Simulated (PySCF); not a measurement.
Structure problem from calculated spectra and properties.

Formula: C3H9BO3Si.

- 13C NMR: chemical shifts (computed TMS as zero) by class: 97.4 (1 C), 63.4 (1 C), 39.4 (1 C) ppm [GIAO PBE/pcSseg-1]
- UV, first state: lowest singlet excitation: 7.38 eV (168 nm, f = 0.003) [TDDFT CAM-B3LYP/def2-SVPD]
- Rotational structure: rotational constants A, B, C: 4.084, 1.096, 0.928 GHz [PBE0-D3(BJ)/def2-SVP]
- Dipole: 2.00 D [CAM-B3LYP/def2-SVPD]
- Polarisability: 83.0 au [CAM-B3LYP/def2-SVPD]
- Triplet: lowest triplet excitation (Tamm–Dancoff): 7.08 eV [TDA CAM-B3LYP/def2-SVPD]
- 1H NMR: chemical shifts (computed TMS as zero) by class: 5.67 (1 H), 4.96 (3 H), 4.25 (1 H), 4.13 (1 H), 4.03 (1 H), 1.94 (1 H), 1.58 (1 H) ppm [GIAO PBE/pcSseg-1]

The electronic properties come from PySCF, for the isolated species, density fitting. Levels stand in brackets. One conformer (not necessarily the lowest) at the PBE0-D3(BJ)/def2-SVP geometry, without solvent, vibrations or thermal averaging. Each NMR value is the plain mean over a class of atoms that symmetry, rotation or inversion makes alike.

Task: Give a SMILES that accounts for the data.

Result: Numbering: `[SiH3:1][O:2][C@@H:3]1[CH2:4][CH2:5][O:6][BH:7][O:8]1`. 3 carbons fall into 3 classes; from least to most shielded: sp3 carbon bearing two oxygens [C3] (97.4 ppm), ring sp3 carbon bound to oxygen [C5] (63.4 ppm), ring CH2 carbon [C4] (39.4 ppm). Hydrogen classes from least to most shielded: 1 H on an sp3 carbon bearing two oxygens, C3 (5.67 ppm), 3 H on an oxygen-bound silicon, Si1 (4.96 ppm), 1 H on a three-coordinate boron, B7 (4.25 ppm), 1 H on an sp3 carbon bound to oxygen, C5 (4.13 ppm), 1 H on an sp3 carbon bound to oxygen, C5 (4.03 ppm), 1 H on a ring CH2 carbon, C4 (1.94 ppm), 1 H on a ring CH2 carbon, C4 (1.58 ppm). The optimised geometry has point group C1 and is an asymmetric top. Structure: `[SiH3]O[C@@H]1CCOBO1`. The assignments are read from this structure; whether some other isomer fits the data as well wasn't checked. The mirror image fits equally.
